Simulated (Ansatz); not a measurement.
Ansatz (a quantum-chemistry and plane-wave program) input (PBE/6-31G*):

Ansatz 0.2 input:
```yaml
crystal:
  periodic: [false, false, false]
  atoms:
    - {symbol: N, position_ang: [0.43107000, 1.45950000, -1.10901700]}
    - {symbol: Si, position_ang: [0.09147100, -0.07482900, -0.35322500]}
    - {symbol: N, position_ang: [1.39334000, -1.15391300, -0.19792200]}
    - {symbol: N, position_ang: [-1.11291600, -0.86942200, -1.24970900]}
    - {symbol: Cl, position_ang: [-0.38610900, 0.45802300, 1.60548600]}
    - {symbol: H, position_ang: [-0.38951200, 2.05468300, -1.24451000]}
    - {symbol: H, position_ang: [2.02782300, -1.07312300, 0.57970000]}
    - {symbol: H, position_ang: [1.84821500, -1.52051400, -1.01938700]}
    - {symbol: H, position_ang: [-1.26714300, -1.85939700, -1.14285800]}
    - {symbol: H, position_ang: [-1.91658800, -0.39358200, -1.62451800]}
basis:
  gaussian:
    orbitals: 6-31G*
hamiltonian:
  xc: {name: PBE}
magnetization: {spin_polarized: true, initial_magnetization: 1}
relax: {f_tol: 0.003, max_steps: 120}
```

Output:

```
Functional definition: PBE
integrals: 0.05 GiB planned
1193 factors; their error is unknown
mean field: 0.32 GiB planned
mean field evaluation 1: about -24909.8650 eV, gradient 7.7e1 eV
mean field evaluation 2: about -24771.1200 eV, gradient 1.5e2 eV
mean field evaluation 4: about -24930.4674 eV, gradient 3.9e1 eV
mean field evaluation 8: about -24937.6679 eV, gradient 9.5e-1 eV
mean field evaluation 16: about -24937.6093 eV, gradient 8.4e-4 eV
mean field evaluation 32: about -24936.7752 eV, gradient 2.9e0 eV
mean field -24937.60933207 eV, -916.4402396347 hartree, gradient 1.5e-5 eV, S^2 0.752656; 5 other end points of the search recorded, 0 dependent functions left out
the calculation of the forces begins
reference -24937.60936414 eV, -916.4402408134 hartree; 29, 28 occupied and 64, 65 virtual orbitals, 1193 factors
relax step   1: F+E_penalty+E_count = -24937.60933207 eV  Δ(F+E_penalty+E_count) = +0.000e0 eV  max|allowed force component| = 5.513e-1 eV/Å  Δτ_max = 0.0000 Å  (101 SCF iters, accepted)
these checks for a lower state are left out or cut short: starts, cluster_reference, orbital_swaps, neighbouring_geometries, increment
integrals: 0.05 GiB planned
1193 factors; their error is unknown
mean field: 0.32 GiB planned
mean field -24937.64499883 eV, -916.4415503643 hartree, gradient 2.6e-5 eV, S^2 0.752733; 0 other end points of the search recorded, 0 dependent functions left out
the calculation of the forces begins
reference -24937.64503097 eV, -916.4415515451 hartree; 29, 28 occupied and 64, 65 virtual orbitals, 1193 factors
relax step   2: F+E_penalty+E_count = -24937.64499883 eV  Δ(F+E_penalty+E_count) = -3.567e-2 eV  max|allowed force component| = 2.705e-1 eV/Å  Δτ_max = 0.0309 Å  (35 SCF iters, accepted)
these checks for a lower state are left out or cut short: starts, cluster_reference, orbital_swaps, neighbouring_geometries, increment
integrals: 0.05 GiB planned
1193 factors; their error is unknown
mean field: 0.32 GiB planned
mean field -24937.65397136 eV, -916.4418800987 hartree, gradient 1.2e-5 eV, S^2 0.752783; 0 other end points of the search recorded, 0 dependent functions left out
the calculation of the forces begins
reference -24937.65400348 eV, -916.4418812790 hartree; 29, 28 occupied and 64, 65 virtual orbitals, 1193 factors
relax step   3: F+E_penalty+E_count = -24937.65397136 eV  Δ(F+E_penalty+E_count) = -8.973e-3 eV  max|allowed force component| = 1.452e-1 eV/Å  Δτ_max = 0.0257 Å  (36 SCF iters, accepted)
these checks for a lower state are left out or cut short: starts, cluster_reference, orbital_swaps, neighbouring_geometries, increment
integrals: 0.05 GiB planned
1193 factors; their error is unknown
mean field: 0.32 GiB planned
mean field -24937.64806380 eV, -916.4416629997 hartree, gradient 1.8e-5 eV, S^2 0.752743; 0 other end points of the search recorded, 0 dependent functions left out
the calculation of the forces begins
reference -24937.64809569 eV, -916.4416641717 hartree; 29, 28 occupied and 64, 65 virtual orbitals, 1193 factors
relax step   4: F+E_penalty+E_count = -24937.64806380 eV  Δ(F+E_penalty+E_count) = +5.908e-3 eV  max|allowed force component| = 3.445e-1 eV/Å  Δτ_max = 0.0762 Å  (35 SCF iters, rejected (line search))
these checks for a lower state are left out or cut short: starts, cluster_reference, orbital_swaps, neighbouring_geometries, increment
integrals: 0.05 GiB planned
1193 factors; their error is unknown
mean field: 0.32 GiB planned
mean field evaluation 64: about -24937.6581 eV, gradient 1.6e-1 eV
mean field -24937.65825935 eV, -916.4420376791 hartree, gradient 1.7e-5 eV, S^2 0.752775; 0 other end points of the search recorded, 0 dependent functions left out
the calculation of the forces begins
reference -24937.65829134 eV, -916.4420388547 hartree; 29, 28 occupied and 64, 65 virtual orbitals, 1193 factors
relax step   5: F+E_penalty+E_count = -24937.65825935 eV  Δ(F+E_penalty+E_count) = -4.288e-3 eV  max|allowed force component| = 2.897e-2 eV/Å  Δτ_max = 0.0372 Å  (34 SCF iters, accepted)
these checks for a lower state are left out or cut short: starts, cluster_reference, orbital_swaps, neighbouring_geometries, increment
integrals: 0.05 GiB planned
1193 factors; their error is unknown
mean field: 0.32 GiB planned
mean field -24937.65881134 eV, -916.4420579644 hartree, gradient 8.8e-6 eV, S^2 0.752768; 0 other end points of the search recorded, 0 dependent functions left out
the calculation of the forces begins
reference -24937.65884327 eV, -916.4420591379 hartree; 29, 28 occupied and 64, 65 virtual orbitals, 1193 factors
relax step   6: F+E_penalty+E_count = -24937.65881134 eV  Δ(F+E_penalty+E_count) = -5.520e-4 eV  max|allowed force component| = 2.222e-2 eV/Å  Δτ_max = 0.0191 Å  (36 SCF iters, accepted)
these checks for a lower state are left out or cut short: starts, cluster_reference, orbital_swaps, neighbouring_geometries, increment
integrals: 0.05 GiB planned
1193 factors; their error is unknown
mean field: 0.32 GiB planned
mean field -24937.65465711 eV, -916.4419052994 hartree, gradient 1.5e-5 eV, S^2 0.752795; 0 other end points of the search recorded, 0 dependent functions left out
[...]
these checks for a lower state are left out or cut short: starts, cluster_reference, orbital_swaps, neighbouring_geometries, increment
integrals: 0.05 GiB planned
1193 factors; their error is unknown
mean field: 0.32 GiB planned
mean field -24937.68101410 eV, -916.4428739007 hartree, gradient 2.3e-5 eV, S^2 0.753045; 0 other end points of the search recorded, 0 dependent functions left out
the calculation of the forces begins
reference -24937.68104645 eV, -916.4428750898 hartree; 29, 28 occupied and 64, 65 virtual orbitals, 1193 factors
relax step  19: F+E_penalty+E_count = -24937.68101410 eV  Δ(F+E_penalty+E_count) = -6.518e-3 eV  max|allowed force component| = 1.496e-1 eV/Å  Δτ_max = 0.0454 Å  (36 SCF iters, accepted)
these checks for a lower state are left out or cut short: starts, cluster_reference, orbital_swaps, neighbouring_geometries, increment
integrals: 0.05 GiB planned
1193 factors; their error is unknown
mean field: 0.32 GiB planned
mean field -24937.67537016 eV, -916.4426664898 hartree, gradient 7.6e-5 eV, S^2 0.753148; 0 other end points of the search recorded, 0 dependent functions left out
the calculation of the forces begins
reference -24937.67540259 eV, -916.4426676817 hartree; 29, 28 occupied and 64, 65 virtual orbitals, 1193 factors
relax step  20: F+E_penalty+E_count = -24937.67537016 eV  Δ(F+E_penalty+E_count) = +5.644e-3 eV  max|allowed force component| = 2.964e-1 eV/Å  Δτ_max = 0.2000 Å  (35 SCF iters, rejected (line search))
these checks for a lower state are left out or cut short: starts, cluster_reference, orbital_swaps, neighbouring_geometries, increment
integrals: 0.05 GiB planned
1193 factors; their error is unknown
mean field: 0.32 GiB planned
mean field -24937.68233777 eV, -916.4429225449 hartree, gradient 2.4e-5 eV, S^2 0.753091; 0 other end points of the search recorded, 0 dependent functions left out
the calculation of the forces begins
reference -24937.68237016 eV, -916.4429237353 hartree; 29, 28 occupied and 64, 65 virtual orbitals, 1193 factors
relax step  21: F+E_penalty+E_count = -24937.68233777 eV  Δ(F+E_penalty+E_count) = -1.324e-3 eV  max|allowed force component| = 1.411e-1 eV/Å  Δτ_max = 0.1000 Å  (34 SCF iters, accepted)
these checks for a lower state are left out or cut short: starts, cluster_reference, orbital_swaps, neighbouring_geometries, increment
integrals: 0.05 GiB planned
1193 factors; their error is unknown
mean field: 0.32 GiB planned
mean field -24937.68253310 eV, -916.4429297231 hartree, gradient 3.0e-5 eV, S^2 0.753159; 0 other end points of the search recorded, 0 dependent functions left out
the calculation of the forces begins
reference -24937.68256560 eV, -916.4429309176 hartree; 29, 28 occupied and 64, 65 virtual orbitals, 1193 factors
relax step  22: F+E_penalty+E_count = -24937.68253310 eV  Δ(F+E_penalty+E_count) = -1.953e-4 eV  max|allowed force component| = 2.385e-1 eV/Å  Δτ_max = 0.0666 Å  (35 SCF iters, accepted)
these checks for a lower state are left out or cut short: starts, cluster_reference, orbital_swaps, neighbouring_geometries, increment
integrals: 0.05 GiB planned
1193 factors; their error is unknown
mean field: 0.32 GiB planned
mean field evaluation 192: about -24937.6831 eV, gradient 1.5e-1 eV
mean field -24937.68323181 eV, -916.4429554002 hartree, gradient 1.7e-5 eV, S^2 0.753158; 0 other end points of the search recorded, 0 dependent functions left out
the calculation of the forces begins
reference -24937.68326433 eV, -916.4429565952 hartree; 29, 28 occupied and 64, 65 virtual orbitals, 1193 factors
relax step  23: F+E_penalty+E_count = -24937.68323181 eV  Δ(F+E_penalty+E_count) = -6.987e-4 eV  max|allowed force component| = 1.260e-1 eV/Å  Δτ_max = 0.0192 Å  (37 SCF iters, accepted)
these checks for a lower state are left out or cut short: starts, cluster_reference, orbital_swaps, neighbouring_geometries, increment
integrals: 0.05 GiB planned
1193 factors; their error is unknown
mean field: 0.32 GiB planned
mean field -24937.68401986 eV, -916.4429843604 hartree, gradient 2.5e-5 eV, S^2 0.753134; 0 other end points of the search recorded, 0 dependent functions left out
the calculation of the forces begins
reference -24937.68405233 eV, -916.4429855538 hartree; 29, 28 occupied and 64, 65 virtual orbitals, 1193 factors
relax step  24: F+E_penalty+E_count = -24937.68401986 eV  Δ(F+E_penalty+E_count) = -7.880e-4 eV  max|allowed force component| = 2.599e-2 eV/Å  Δτ_max = 0.0213 Å  (35 SCF iters, accepted)
these checks for a lower state are left out or cut short: starts, cluster_reference, orbital_swaps, neighbouring_geometries, increment
integrals: 0.05 GiB planned
1193 factors; their error is unknown
mean field: 0.32 GiB planned
mean field -24937.68408883 eV, -916.4429868951 hartree, gradient 1.0e-5 eV, S^2 0.753135; 0 other end points of the search recorded, 0 dependent functions left out
the calculation of the forces begins
reference -24937.68412130 eV, -916.4429880884 hartree; 29, 28 occupied and 64, 65 virtual orbitals, 1193 factors
relax step  25: F+E_penalty+E_count = -24937.68408883 eV  Δ(F+E_penalty+E_count) = -6.897e-5 eV  max|allowed force component| = 1.675e-2 eV/Å  Δτ_max = 0.0045 Å  (30 SCF iters, accepted)
these checks for a lower state are left out or cut short: starts, cluster_reference, orbital_swaps, neighbouring_geometries, increment
integrals: 0.05 GiB planned
1193 factors; their error is unknown
mean field: 0.32 GiB planned
mean field -24937.68409496 eV, -916.4429871202 hartree, gradient 2.7e-5 eV, S^2 0.753137; 0 other end points of the search recorded, 0 dependent functions left out
the calculation of the forces begins
reference -24937.68412743 eV, -916.4429883137 hartree; 29, 28 occupied and 64, 65 virtual orbitals, 1193 factors
relax step  26: F+E_penalty+E_count = -24937.68409496 eV  Δ(F+E_penalty+E_count) = -6.125e-6 eV  max|allowed force component| = 2.083e-2 eV/Å  Δτ_max = 0.0039 Å  (29 SCF iters, accepted)
these checks for a lower state are left out or cut short: starts, cluster_reference, orbital_swaps, neighbouring_geometries, increment
integrals: 0.05 GiB planned
1193 factors; their error is unknown
mean field: 0.32 GiB planned
mean field -24937.68411546 eV, -916.4429878739 hartree, gradient 1.2e-5 eV, S^2 0.753140; 0 other end points of the search recorded, 0 dependent functions left out
the calculation of the forces begins
reference -24937.68414794 eV, -916.4429890674 hartree; 29, 28 occupied and 64, 65 virtual orbitals, 1193 factors
relax step  27: F+E_penalty+E_count = -24937.68411546 eV  Δ(F+E_penalty+E_count) = -2.051e-5 eV  max|allowed force component| = 4.363e-3 eV/Å  Δτ_max = 0.0012 Å  (28 SCF iters, accepted)
these checks for a lower state are left out or cut short: starts, cluster_reference, orbital_swaps, neighbouring_geometries, increment
integrals: 0.05 GiB planned
1193 factors; their error is unknown
mean field: 0.32 GiB planned
mean field evaluation 224: about -24937.6841 eV, gradient 4.1e-5 eV
mean field -24937.68411918 eV, -916.4429880104 hartree, gradient 2.0e-5 eV, S^2 0.753141; 0 other end points of the search recorded, 0 dependent functions left out
the calculation of the forces begins
reference -24937.68415166 eV, -916.4429892040 hartree; 29, 28 occupied and 64, 65 virtual orbitals, 1193 factors
relax step  28: F+E_penalty+E_count = -24937.68411918 eV  Δ(F+E_penalty+E_count) = -3.717e-6 eV  max|allowed force component| = 1.624e-3 eV/Å  Δτ_max = 0.0019 Å  (28 SCF iters, accepted)
integrals: 0.05 GiB planned
1193 factors; their error is unknown
mean field: 0.32 GiB planned
mean field -24937.68411918 eV, -916.4429880104 hartree, gradient 2.1e-5 eV, S^2 0.753141; 2 other end points of the search recorded, 0 dependent functions left out
the calculation of the forces begins
reference -24937.68415166 eV, -916.4429892040 hartree; 29, 28 occupied and 64, 65 virtual orbitals, 1193 factors
Total energy: -24937.68415166 eV, -916.4429892040 hartree
Atom 0 at     0.382735     1.562767    -0.767881 Å, force     0.000029    -0.000510    -0.000533 eV/Å
Atom 1 at    -0.008093    -0.060084    -0.258964 Å, force     0.000035     0.001624    -0.001040 eV/Å
Atom 2 at     1.406464    -1.070238    -0.233852 Å, force    -0.000529    -0.000397    -0.001010 eV/Å
Atom 3 at    -1.153246    -0.889131    -1.259995 Å, force     0.000320    -0.001152     0.000474 eV/Å
Atom 4 at    -0.550357     0.122279     1.754925 Å, force     0.000036    -0.000309     0.000611 eV/Å
Atom 5 at     0.096363     1.767066    -1.743195 Å, force     0.000536    -0.000111     0.000751 eV/Å
Atom 6 at     2.136294    -0.866677     0.451089 Å, force    -0.000017     0.000310    -0.000061 eV/Å
Atom 7 at     1.808781    -1.336923    -1.134601 Å, force     0.000144     0.000339     0.000991 eV/Å
Atom 8 at    -1.429787    -1.832153    -0.976298 Å, force    -0.000104    -0.000253    -0.000242 eV/Å
Atom 9 at    -1.969503    -0.369479    -1.587188 Å, force    -0.000451     0.000459     0.000059 eV/Å
Dipole moment:    -0.019781    -0.368547    -0.604927 e Å
```

The geometry given is a B3LYP-D3(BJ)/def2-TZVP minimum.
